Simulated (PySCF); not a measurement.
UHF on Ag²⁺ (silver, charge +2)

Configuration: [Kr] 4d9, 2D determinant. All numbers are calculated (PySCF 2.14, scalar relativity through the core potential, in cc-pVTZ-PP with ECP28MDF (5s5p4d2f1g, 63 functions)).

- Total energy: -145.098626 hartree
- One-electron energy: -246.0842 hartree
- Hartree (Coulomb) energy: 113.8043 hartree
- Exchange energy: -12.8187 hartree
- ⟨S²⟩: 0.7527
- ⟨L²⟩: 6.027
- Sum of ⟨r⟩: 19.77 bohr
- Sum of ⟨r²⟩: 26.93 bohr²
- Traceless quadrupole moment −½Σ⟨3z² − r²⟩ along its main axis: -0.534 e·bohr²
- Time after the integrals: 0.61 s of wall time on 1 thread of Neoverse-N1 (shared host)

```
shell  electrons  mean orbital energy (hartree)  spread (hartree)  rms radius, mean of both spins (bohr)
 4s α          1                       -5.23238                 0                                  0.981
 4s β          1                       -5.15085                 0                                  0.981
 4p α          3                       -3.68103           0.06801                                   1.07
 4p β          3                       -3.58136           0.05207                                   1.07
 4d α          5                       -1.34619           0.08048                                   1.42
 4d β          4                       -1.30292           0.06038                                   1.42
```

Energies and moments cover only the electrons outside the core potential.
